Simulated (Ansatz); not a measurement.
Wavefunction ladder for Cl₂Ga₂H₄O₂, SMILES `[Cl][Ga@H-]1[OH+][Ga@H-]([Cl])[OH+]1`

```xyz
10

Cl    0.813   -0.210   -2.905
Ga   -0.111   -0.957   -1.107
O     1.061   -0.580    0.395
Ga    0.111    0.957    1.107
Cl   -0.812    0.212    2.906
O    -1.061    0.579   -0.394
H    -0.818   -2.330   -1.019
H     1.229   -1.290    1.020
H     0.818    2.330    1.016
H    -1.231    1.289   -1.019
```

The species carries charge 0 and has multiplicity 1. Correlated methods include outer-core shells of Ga, which these sets cover unevenly. Scalar relativity is left out up to krypton. Geometry: relaxed with PBE0-D4/def2-TZVP. Frozen core, restricted reference, the Gaussian-basis code of Ansatz.

| basis | HF (Eh) | MP2 corr. | CCSD corr. | (T) | CCSD(T) total |
| --- | --- | --- | --- | --- | --- |
| def2-SVP | -4916.90210 | -1.07146 | -1.09160 | -0.02816 | -4918.02186 |
| def2-TZVPP | -4917.90205 | -1.32136 | – | – | – |
| def2-QZVPP | -4918.01475 | -1.89476 | – | – | – |
